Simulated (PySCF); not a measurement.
## Radial density of Ag (silver, neutral)

UHF, [Kr] 4d10 5s1, 2S determinant. All numbers are calculated (PySCF 2.14, scalar relativity by spin-free X2C-1e, in x2c-QZVPPall (13s8p7d4f2g, 118 functions)).

```csv
r (bohr),4πr²ρ (e/bohr),4πr²(ρα − ρβ)
0.0312,55.57,0.0003
0.0524,53.95,0.0003
0.0882,75.22,0.0053
0.148,57.88,-0.0164
0.250,58.26,-0.0058
0.420,39.32,0.0003
0.706,16.95,-0.0072
1.19,14.32,-0.0678
2.00,3.244,0.2816
3.36,0.5340,0.3121
5.65,0.07162,0.0683
9.50,0.001437,0.0014
```

Densities and radii are taken from the X2C orbitals without a picture-change correction, which distorts them close to the nucleus.

Question: Where is the radial spin density 4πr²(ρα − ρβ) most negative, and why is it negative at all?

Answer: Around r = 1.19 bohr, down to -0.0678 e/bohr: exchange with the open shell polarises the paired shells in an unrestricted calculation.
